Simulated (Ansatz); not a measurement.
Reaction (hydrogenolysis of a Ge–Se bond): `[F][Ge]([F])([F])[SeH]` + H₂ → `[F][GeH]([F])[F]` + H₂Se

Program: Ansatz. Geometries: PBE0-D4/def2-TZVP. ΔE: electronic, gas phase. CBS: MP2 limit from def2 TZ/QZ plus the TZ coupled-cluster correction, frozen cores. This one scheme is used for every species. DFT in def2-TZVPP. B3LYP here is the variant with VWN-RPA as its local correlation; programs differ in this. For Ge, Se outer-core shells are correlated without core-valence functions, which leaves a few kJ/mol of doubt a bond. Scalar relativity is left out up to krypton. Each species was taken in one conformer, which may not be the lowest.

Task: Is it downhill or uphill in electronic energy at CCSD(T)/CBS, and by how much? (Estimate.)

Result: The calculation gave: Uphill: ΔE = +8.3 kcal/mol.

Task: What do these levels give: LDA (SPW92), B3LYP-D4, r2SCANh-D4, B2PLYP, PBE0, r2SCANh, r2SCAN0, LC-ωPBE, HF/def2-TZVPP, SCS-MP2/def2-TZVPP, CCSD(T)/def2-TZVPP, SCS-MP2/def2-QZVPP? (An estimate is asked.)

Result: Ansatz gave: LDA (SPW92) 7.8, B3LYP-D4 8.7, r2SCANh-D4 9.2, B2PLYP 7.3, PBE0 7.5, r2SCANh 8.9, r2SCAN0 8.3, LC-ωPBE 6.0, HF/def2-TZVPP 2.9, SCS-MP2/def2-TZVPP 7.6, CCSD(T)/def2-TZVPP 7.5, SCS-MP2/def2-QZVPP 7.9 kcal/mol.

Task: What do rigid-rotor, harmonic-oscillator terms from PBE0-D4/def2-TZVP frequencies (298.15 K, 1 bar) make of the CCSD(T)/CBS value? (Estimate.)

Result: The calculation gave: ΔZPE = +2.1 kcal/mol, ΔH = +9.2 kcal/mol, ΔS = 16 J/(mol·K), ΔG = +8.1 kcal/mol.

Largest T1 diagnostic among the species: 0.012.

From BLYP to BHLYP (50 % exact exchange), in def2-TZVPP and without D4, ΔE moves by −1.7 kcal/mol. In def2-TZVPP, CCSD(T) changes the Hartree–Fock value by +4.6 kcal/mol (the triples alone add +1.2 kcal/mol) and MP2 by +6.4 kcal/mol. At CCSD(T), def2-SVP lies −3.7 kcal/mol from the extrapolated value and def2-TZVPP −0.8 kcal/mol.
